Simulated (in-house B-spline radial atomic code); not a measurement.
The numbers below are computed, except where a source is named.
Softness against transferability: the 2p channel of Mg

Mg, [Ne] 3s2, non-relativistic PBE, spherical and spin-unpolarised, from an all-electron radial atomic-structure program (B-spline basis) (atomic units). The all-electron 2p level is ε = -1.714563 hartree and its outer maximum at 0.48 bohr.

Troullier-Martins pseudo-orbitals are made for several radii. The cutoffs (hartree) are the plane-wave energies beyond which the orbital holds less than the named kinetic energy per electron. The phase error is the difference, pseudo minus all-electron, of arctan(R P'/P) at R = 1.31 bohr for all radii, half a hartree below and above the level.

| r_c (bohr) | V_l(0) (hartree) | cutoff for 10 mEh | for 1 mEh | for 0.1 mEh | phase error at ε − 0.5 (mrad) | at ε + 0.5 (mrad) |
| --- | --- | --- | --- | --- | --- | --- |
| 0.54 | -46.59 | 146 | 190 | 344 | +0.2 | +0.1 |
| 0.63 | -39.08 | 118 | 151 | 268 | +0.5 | +0.2 |
| 0.72 | -33.57 | 98 | 124 | 217 | +1.1 | +0.5 |
| 0.82 | -28.94 | 81.9 | 102 | 178 | +2.4 | +1.0 |
| 0.91 | -25.70 | 70.6 | 87.1 | 153 | +4.6 | +1.8 |
| 1.01 | -22.82 | 60.9 | 74.4 | 133 | +8.5 | +3.3 |

**Question.** Which radius needs the lowest cutoff for 0.1 mEh while both phase errors stay within 2.5 mrad?

**Answer.** The radii within that limit are 0.54, 0.63, 0.72, 0.82 bohr; of these r_c = 0.82 needs the least, 178 hartree, that is 356 Ry or 4844 eV.

**Question.** What does the larger radius buy, and what does it cost?

**Answer.** From r_c = 0.54 to 1.01 bohr the cutoff for 1 mEh goes from 190 to 74.4 hartree, a factor of 2.55, against 3.50 for a pure 1/r_c² scaling, end to end; step by step it is 190, 151, 124, 102, 87.1, 74.4, and for 0.1 mEh 344, 268, 217, 178, 153, 133; the number of plane waves goes as the cutoff to the power 3/2, here a factor of 4.1. The larger of the two phase errors is least at r_c = 0.54 bohr, 0.2 mrad; it is 0.2 at the smallest radius and 8.5 at the largest. These errors test the reference atom alone. Large radii also let the cores of neighbours overlap, which an atom doesn't show.
